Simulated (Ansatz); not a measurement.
Reaction: H3BO (borinic acid, SMILES BO) + H+ → H4BO+ (SMILES B[OH2+])
Each species at its own B3LYP-D3(BJ)/def2-TZVP minimum (Ansatz, a program for electronic structure).

Total energies in hartree (Ansatz). Radicals and triplets start from unrestricted determinants; spin-orbit coupling is neglected. Cores are frozen in correlated methods. No relativity.

```csv
species,HF/cc-pVTZ,CCSD(T)/cc-pVTZ,HF/cc-pVQZ,CCSD(T)/cc-pVQZ,CCSDT(Q)/cc-pVTZ
1: H3BO (SMILES BO),-101.36850,-101.74905,-101.37655,-101.78090,-101.74991
2: H4BO+ (SMILES [OH2+]B),-101.65216,-102.02454,-101.66007,-102.05521,-102.02527
```

### Question
Work out the proton affinity (electronic), positive where energy is released in kJ/mol: take Hartree-Fock from cc-pVQZ, extrapolate the CCSD(T) correlation energy as X^-3 (X = 3, 4), and add CCSDT(Q) - CCSD(T) in cc-pVTZ. 1 hartree = 2625.5 kJ/mol.

### Answer

Species 1: correlation (64·(-0.40435) - 27·(-0.38055))/37 = -0.42172; step -0.00086; E1 = -101.37655 + (-0.42172) + (-0.00086) = -101.79913
H+ has no electrons: E = 0
Species 2: correlation (64·(-0.39514) - 27·(-0.37238))/37 = -0.41175; step -0.00073; E2 = -101.66007 + (-0.41175) + (-0.00073) = -102.07255
+1·E1 -1·E2 = 0.27342 hartree = 717.9 kJ/mol.
